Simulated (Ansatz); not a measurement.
One change: `[OH][AlH][O]CF` becomes `OBOCF`.

Ansatz, PBE0-D4/def2-TZVP geometries, multiplicity 1. Each molecule was computed in one conformer, which needn't be the lowest.

```csv
property,`[OH][AlH][O]CF`
LUMO energy (B3LYP/def2-TZVPP) / eV,-0.51
HOMO energy (PBE0/def2-TZVPP) / eV,-8.54
LUMO energy (PBE/def2-TZVPP) / eV,-1.04
HOMO–LUMO gap (PBE0/def2-TZVPP) / eV,8.27
HOMO–LUMO gap (PBE/def2-TZVPP) / eV,5.90
LUMO energy (PBE0/def2-TZVPP) / eV,-0.27
```

**Question.** What does the change do to each property? (An estimate is asked.)

**Answer.** Ansatz gave: 
```json
{"property": "LUMO energy (B3LYP/def2-TZVPP) / eV", "`OBOCF`": "0.25", "shift": "0.76"}
{"property": "HOMO energy (PBE0/def2-TZVPP) / eV", "`OBOCF`": "-9.39", "shift": "-0.85"}
{"property": "LUMO energy (PBE/def2-TZVPP) / eV", "`OBOCF`": "-0.47", "shift": "0.57"}
{"property": "HOMO–LUMO gap (PBE0/def2-TZVPP) / eV", "`OBOCF`": "9.92", "shift": "1.65"}
{"property": "HOMO–LUMO gap (PBE/def2-TZVPP) / eV", "`OBOCF`": "7.24", "shift": "1.34"}
{"property": "LUMO energy (PBE0/def2-TZVPP) / eV", "`OBOCF`": "0.53", "shift": "0.80"}
```

With PBE0 the HOMO falls by 0.85 eV and the LUMO rises by 0.80 eV, so the gap widens by about 1.65 eV. PBE moves the HOMO by -0.76 eV and ωB97M-V by -0.85 eV.

B3LYP here is the variant with VWN-RPA as its local correlation; programs differ in this.
